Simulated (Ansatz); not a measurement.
A nudged elastic band was laid between two geometries of BH₃OSeSi (7 atoms, charge 0, multiplicity 1).

All numbers below come from RKS PBE-D4/def2-SVP in Ansatz 0.2.0.

```
movable images  : 9
climbing image  : yes
spring          : 5.0 eV/Å²
optimiser       : quadratic models (default)
start path      : through a guess of the saddle point
force threshold : 0.05 eV/Å
iteration limit : 60
end points      : relaxed
```

Initial state:

```xyz
7
Properties=species:S:1:pos:R:3
Se -1.343 0.746 -1.632
Si 0.177 0.480 0.044
B 1.303 -1.081 0.215
O 0.129 -1.182 0.844
H -2.381 1.322 -0.737
H -0.072 1.473 1.138
H 2.249 -1.826 0.084
```

Final state:

```xyz
7
Properties=species:S:1:pos:R:3
Se -1.781 0.329 -1.143
Si 0.304 1.207 -0.896
B 0.813 -0.350 0.348
O 0.672 -0.233 1.698
H -2.308 1.343 -2.109
H 1.012 -1.010 2.182
H 1.350 -1.353 -0.126
```

Problem. Which bonds break or form, and what moves?

Solution. Bonds broken: Si2–O4, Si2–H6. Bonds formed: O4–H6.

Problem. Give the energies along the band, and the barrier.

Solution. The run converged. The highest image is number 3 of 0 to 10, 1.58 eV above the first end and 1.01 eV above the last; the last end lies 0.57 eV above the first. The profile has 2 maxima (images 3, 9) with wells between them (image 7): this band takes more than one step, which may be the mechanism or a detour left from its start path. A vibrational analysis at the climbing image gives one clearly imaginary mode, 1306i cm⁻¹: a first-order saddle point. The orbitals stay closed-shell, which can raise the energy where a bond breaks towards radicals; this wasn't checked here.

| image | path coordinate (Å) | energy (eV) | Si2–O4 (Å) | Si2–H6 (Å) | O4–H6 (Å) |
| --- | --- | --- | --- | --- | --- |
| 0 | 0.00 | 0.00 | 1.84 | 1.50 | 2.68 |
| 1 | 0.60 | 0.22 | 1.95 | 1.49 | 2.44 |
| 2 | 1.20 | 0.83 | 2.24 | 1.51 | 2.00 |
| 3 | 1.81 | 1.58 | 2.30 | 1.69 | 1.35 |
| 4 | 2.36 | 0.99 | 2.55 | 2.20 | 1.01 |
| 5 | 2.92 | 0.72 | 2.84 | 2.66 | 0.98 |
| 6 | 3.48 | 0.59 | 3.06 | 3.03 | 0.98 |
| 7 | 4.03 | 0.59 | 3.11 | 3.15 | 0.98 |
| 8 | 4.59 | 0.98 | 3.13 | 3.67 | 0.96 |
| 9 | 5.15 | 0.98 | 2.88 | 3.83 | 0.96 |
| 10 | 5.70 | 0.57 | 2.99 | 3.86 | 0.98 |

Problem. What is the geometry of the highest image?

Solution. 
```xyz
7
Properties=species:S:1:pos:R:3
Se -1.314 0.519 -1.698
Si 0.352 0.939 -0.164
B 1.135 -0.888 0.257
O 0.445 -0.767 1.380
H -2.271 1.489 -1.099
H -0.060 0.479 1.406
H 1.774 -1.839 -0.128
```

Run time: 120 s on 2 threads of AMD EPYC 9R45 96-Core Processor (Zen 5) (shared host), peak memory 0.16 GiB.
